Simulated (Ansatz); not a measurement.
Input and output for `C[CH2][InH][CH](C)C`.

```yaml
crystal:
  periodic: [false, false, false]
  atoms:
    - {symbol: C, position_ang: [1.044137, -1.626989, -1.899533]}
    - {symbol: C, position_ang: [1.839352, -1.527994, -0.604913]}
    - {symbol: In, position_ang: [1.202590, -0.025296, 0.830528]}
    - {symbol: C, position_ang: [-0.581563, 1.222865, 0.614261]}
    - {symbol: C, position_ang: [-1.535095, 0.753227, -0.475472]}
    - {symbol: C, position_ang: [-1.297661, 1.385996, 1.949406]}
    - {symbol: H, position_ang: [-0.007279, -1.861726, -1.716053]}
    - {symbol: H, position_ang: [1.437552, -2.407108, -2.560831]}
    - {symbol: H, position_ang: [1.064868, -0.690814, -2.463989]}
    - {symbol: H, position_ang: [2.896233, -1.327933, -0.810570]}
    - {symbol: H, position_ang: [1.827410, -2.483351, -0.068571]}
    - {symbol: H, position_ang: [2.171648, 0.208817, 2.262827]}
    - {symbol: H, position_ang: [-0.180664, 2.203014, 0.323803]}
    - {symbol: H, position_ang: [-1.055533, 0.699713, -1.455615]}
    - {symbol: H, position_ang: [-1.940802, -0.240379, -0.259214]}
    - {symbol: H, position_ang: [-2.394438, 1.431271, -0.566103]}
    - {symbol: H, position_ang: [-0.636551, 1.766714, 2.732231]}
    - {symbol: H, position_ang: [-1.712383, 0.437047, 2.305944]}
    - {symbol: H, position_ang: [-2.141829, 2.082908, 1.861866]}
basis:
  gaussian: {orbitals: def2-mTZVPP, point_charges: [{charge: 0.50, position_ang: [5.664, 0.018, 0.763]}]}
magnetization: {spin_polarized: true, initial_magnetization: 2}
hamiltonian: {xc: {name: B2PLYP}}
output: {forces: true}
```

```sh
$ ansatz run in.yaml --threads 2 --pin off --events-out ev --progress --plain --max-ram 22528MiB --backend cpu
```

Output, abridged:

```
Functional definition: B2PLYP
1943 factors; integrals over basis functions are off by at most 1.2e-3 eV
mean field evaluation 1: about -10534.9751 eV, gradient 4.5e1 eV
mean field evaluation 2: about -10534.9785 eV, gradient 4.5e1 eV
mean field evaluation 4: about -10546.1149 eV, gradient 6.1e0 eV
mean field evaluation 8: about -10546.7280 eV, gradient 6.4e-1 eV
mean field evaluation 16: about -10546.7674 eV, gradient 6.5e-2 eV
mean field evaluation 32: about -10546.7678 eV, gradient 5.9e-6 eV
mean field -10546.76780496 eV, -387.5865679764 hartree, gradient 5.9e-6 eV, S^2 2.022377; 6 other end points of the search recorded, 0 dependent functions left out
9 core orbitals not correlated: weight in the atoms' cores, before any rotation towards them, 1.000 or more for the frozen orbitals, at most 0.000 for the correlated occupied ones
reference -10546.76803723 eV, -387.5865765120 hartree; 24, 22 occupied and 163, 165 virtual orbitals, 1943 factors
second order -29.64054853 eV of doubles, -0.00000000 eV of singles
Total energy: -10554.77098533 eV, -387.8806794302 hartree
Atom 0 at     1.044137    -1.626989    -1.899533 Å, force    -0.139464     0.178109    -0.066455 eV/Å
Atom 1 at     1.839352    -1.527994    -0.604913 Å, force     0.057234    -1.311176    -1.409607 eV/Å
Atom 2 at     1.202590    -0.025296     0.830528 Å, force     2.024412    -0.241444     1.371062 eV/Å
Atom 3 at    -0.581563     1.222865     0.614261 Å, force    -3.350389     2.152284    -0.657778 eV/Å
Atom 4 at    -1.535095     0.753227    -0.475472 Å, force     0.460371    -0.734130    -0.176196 eV/Å
Atom 5 at    -1.297661     1.385996     1.949406 Å, force     0.652750    -0.823454     0.560101 eV/Å
Atom 6 at    -0.007279    -1.861726    -1.716053 Å, force     0.103450    -0.062649     0.058832 eV/Å
Atom 7 at     1.437552    -2.407108    -2.560831 Å, force     0.048470    -0.008810     0.107759 eV/Å
Atom 8 at     1.064868    -0.690814    -2.463989 Å, force     0.092385    -0.053679     0.065255 eV/Å
Atom 9 at     2.896233    -1.327933    -0.810570 Å, force    -0.220612     0.480617     0.109252 eV/Å
Atom 10 at     1.827410    -2.483351    -0.068571 Å, force    -0.338067     0.248833     0.201167 eV/Å
Atom 11 at     2.171648     0.208817     2.262827 Å, force    -0.249456     0.087198    -0.004671 eV/Å
Atom 12 at    -0.180664     2.203014     0.323803 Å, force     0.659568    -0.435478    -0.000783 eV/Å
Atom 13 at    -1.055533     0.699713    -1.455615 Å, force    -0.018272     0.091563     0.064673 eV/Å
Atom 14 at    -1.940802    -0.240379    -0.259214 Å, force     0.008942     0.100412     0.067115 eV/Å
Atom 15 at    -2.394438     1.431271    -0.566103 Å, force     0.193531     0.107163     0.158379 eV/Å
Atom 16 at    -0.636551     1.766714     2.732231 Å, force    -0.060594     0.014471    -0.084199 eV/Å
Atom 17 at    -1.712383     0.437047     2.305944 Å, force     0.042499     0.076725    -0.079086 eV/Å
Atom 18 at    -2.141829     2.082908     1.861866 Å, force     0.165945     0.079476    -0.317065 eV/Å
Dipole moment:    -1.030333     0.103938    -0.431419 e Å
```

Hardware: 2 threads of an AMD EPYC 7R13 on a shared host. Wall time 72 s, peak host memory 1.2 GiB.
